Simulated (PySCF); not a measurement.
Species: C8H11 (doublet state).
Geometry (PBE0-D3(BJ)/def2-SVP, Å), atoms numbered from 1 in this order:
```xyz
19
C8H11 angstrom
C      2.4037   -0.3213   -0.3415
C      0.9618   -0.3886    0.0119
C      0.0065   -1.2272   -0.4294
C     -1.3250   -0.7308    0.0962
C     -1.6238    0.6003   -0.6597
C     -0.5227    1.4788   -0.1406
C      0.2523    0.6651    0.8702
C     -0.8846   -0.1840    1.4649
H      3.0399   -0.3624    0.5587
H      2.6958   -1.1443   -1.0095
H      2.6388    0.6298   -0.8492
H      0.1365   -2.0375   -1.1500
H     -2.1526   -1.4528    0.0894
H     -1.6103    0.4738   -1.7558
H     -2.6265    0.9881   -0.3960
H     -0.1268    2.3563   -0.6559
H      0.8930    1.2303    1.5609
H     -1.6572    0.4176    1.9700
H     -0.5183   -0.9727    2.1386
```

The hyperfine couplings belong to this conformer and change with its torsions.

Identity: `CC1=C[C@@H]2C[CH][C@H]1C2` [radical].

Computed with UKS B3LYP, IGLO-III on C, pcH-1 on H, non-relativistic, mean-field spin-orbit, GIAO in PySCF. Isolated species at its PBE0-D3(BJ)/def2-SVP geometry, gas phase. Stability of the SCF solution: not tested.

(1) What is the g tensor, term by term?

(2) What effective moment and Curie constant follow for a powder?

(3) Average each term over the three axes. Which is largest in size?

(4) At 33.836 GHz, how far is the centre of the isotropic spectrum from where a free electron (g = 2.002319) resonates?

(5) In a frozen sample, at which fields do the three g values resonate at 9.5, 34, 94 and 263 GHz (hyperfine left aside), and which band first spreads them over more than twice a line width of 0.5 mT?

## Answers

(1) 
| Δg (ppm) | 1 | 2 | 3 |
| --- | --- | --- | --- |
| relativistic mass correction | -145 | -145 | -145 |
| gauge correction | 8 | 24 | 35 |
| orbital Zeeman/spin–orbit | 83 | 558 | 765 |
| total | -54 | 437 | 655 |

So g = 2.00227, 2.00276, 2.00297 and g_iso = 2.00267; the tensor is rhombic: the two nearest values differ by 31 % of g3 − g1. 

(2) With the mean of g² = 4.0107 and S(S+1) = 0.75: μ_eff = √(⟨g²⟩S(S+1)) = 1.734 μB and χT = 0.12505·⟨g²⟩·S(S+1) = 0.376 cm³ K/mol (cgs; spin-Hamiltonian part alone).

(3) The orbital-Zeeman/spin–orbit term 469, the mass correction -145 and the gauge correction 22 ppm, for a total of 346 ppm. The orbital-Zeeman/spin–orbit term is the largest in size. The mass correction is the same along every axis, so the anisotropy comes from the other two: their spans along these axes are 27 (gauge) and 682 ppm (orbital Zeeman/spin–orbit).

(4) B = hν/(g μB) with μB/h = 13.99624 MHz/mT gives 1207.35 mT for the free electron and 1207.14 mT at g_iso, 0.21 mT lower.

(5) 
```tsv
band	GHz	B(g3) mT	B(g2) mT	B(g1) mT	spread mT
X	9.5	338.87	338.91	338.99	0.12
Q	34.0	1212.81	1212.94	1213.24	0.43
W	94.0	3353.06	3353.42	3354.24	1.19
J	263.0	9381.42	9382.45	9384.75	3.32
```

The spread grows in proportion to the frequency. W band is the first where it exceeds 1.0 mT.

The Mulliken spin populations are largest on C6 (+1.03), C5 (-0.09), C3 (+0.09) and C7 (-0.08). No atom but C6 exceeds +0.15. The positive populations add up to 1.24 and the negative ones to -0.24, together 2S = 1. The angles at C6 add up to 356.2°, so it is nearly planar; its axial dipolar tensor and the negative coupling of its proton fit spin in a p orbital normal to that plane.

The HOMO–LUMO gaps are 5.30 eV among the α and 4.89 eV among the β orbitals.
